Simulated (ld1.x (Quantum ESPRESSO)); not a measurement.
**cadmium (Cd): one change to an RRKJ potential, before and after**

```
Element                 : cadmium (Cd)
Generator               : ld1.x (Quantum ESPRESSO) 7.5
Type                    : norm-conserving RRKJ (Kleinman–Bylander form)
Functional              : PBE
Relativity              : scalar-relativistic
Frozen core             : [Ar] 3d10
Valence charge          : 20
Reference configuration : 4s2 4p6 4d10 5s1 5p1
Partial waves           : 4s (bound): rc 0.80 bohr; 4p (bound): rc 1.30 bohr; 4d (bound): rc 1.55 bohr
Local potential         : the d channel
Core correction         : none
rho0                    : 0.02
```

Occupied shells without a wave of their own: 5p, 5s. They enter only through the test configuration that unscreens the potential.

Change: core correction a·sin(br)/r model core inside 0.62 bohr (5p, 5s counted twice).

Cutoffs: the cutoffs (Ry, on a coarse ladder) from which the occupation-weighted sum of valence levels, in a spherical-Bessel basis at the reference potential, stays within 10 and 1 mRy of its value at 400 Ry; they do not see the model core or the augmentation charge, which bear on the density cutoff. Errors are all-electron minus pseudo energies relative to the spin-unpolarised reference configuration.

Q: Predict the effect on cutoff, ghosts and configuration errors.

A: The potential gets neither clearly harder nor softer (180 Ry and 260 Ry → 180 Ry and 260 Ry); of the 7 tests that both files solve, the error grows in 7 and shrinks in 0 by more than 15 % and 0.3 meV (median size 13.1 → 163.1 meV); neither file shows a bound ghost. In the changed file ld1.x takes every shell without a wave as core, so the model core holds the 5p, 5s electrons as well and exchange and correlation see them twice. This cancels in the reference configuration, but the file is broken for other ones, and its errors say nothing about a proper core correction. A model core, the more so a compact one, raises the density cutoff, which this test does not measure.

```csv
quantity,base,changed
"cutoff, loose",180 Ry,180 Ry
"cutoff, tight",260 Ry,260 Ry
bound ghosts,none,none
"error for 4s2 4p6 4d10 5s2 5p0, meV [ΔE -4.67 eV]",-25,-46
"error for 4s2 4p6 4d10 5s1 5p0, meV [ΔE 4.61 eV]",-11,-135
"error for 4s2 4p6 4d10 5s0 5p0, meV [ΔE 21.73 eV]",+9.0,-393
"error for 4s2 4p6 4d9 5s0 5p0, meV [ΔE 59.74 eV]",-2.4,-577
"error for 4s2 4p6 4d8 5s0 5p0, meV [ΔE 113.80 eV]",-13,-758
"error for 4s2 4p6 4d10 5s1.5 5p0, meV [ΔE -0.96 eV]",-19,-69
"error for 4s2 4p5 4d10 5s2 5p0, meV [ΔE 69.53 eV]",-96,-163
s: phases at 1.71 bohr within 0.05 rad from the reference energy up to (Ry; the scan ends near 5),to the end of the scan,to the end of the scan
p: phases at 1.71 bohr within 0.05 rad from the reference energy up to (Ry; the scan ends near 5),2.9,2.9
d: phases at 1.71 bohr within 0.05 rad from the reference energy up to (Ry; the scan ends near 5),to the end of the scan,to the end of the scan
```
